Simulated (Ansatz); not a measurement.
`C[Si]Cl` and `CC[Si]Cl` differ in one atom or group.

Ansatz, PBE0-D4/def2-TZVP geometries, multiplicity 1. Each molecule was computed in one conformer, which needn't be the lowest.

```tsv
property	`C[Si]Cl`
HOMO–LUMO gap (PBE0/def2-TZVPP) / eV	4.18
HOMO–LUMO gap (ωB97M-V/def2-TZVPP) / eV	8.26
HOMO energy (PBE/def2-TZVPP) / eV	-5.59
size of the dipole moment (ωB97M-V/def2-TZVPP) / D	1.74
zero-point energy (PBE0-D4/def2-TZVP) / kJ/mol	96.6
HOMO energy (B3LYP/def2-TZVPP) / eV	-6.50
```

(1) Give the same properties after the change, and the shifts. (Estimate.)

Answers

(1) The calculation gave: 
```tsv
property	`CC[Si]Cl`	shift
HOMO–LUMO gap (PBE0/def2-TZVPP) / eV	4.20	0.02
HOMO–LUMO gap (ωB97M-V/def2-TZVPP) / eV	8.27	0.01
HOMO energy (PBE/def2-TZVPP) / eV	-5.46	0.13
size of the dipole moment (ωB97M-V/def2-TZVPP) / D	1.82	0.08
zero-point energy (PBE0-D4/def2-TZVP) / kJ/mol	172.8	76.2
HOMO energy (B3LYP/def2-TZVPP) / eV	-6.37	0.13
```

The zero-point energy changes by 76.2 kJ/mol with +9 modes. Dipoles are sizes alone; their direction can turn.

B3LYP here is the variant with VWN-RPA as its local correlation; programs differ in this.
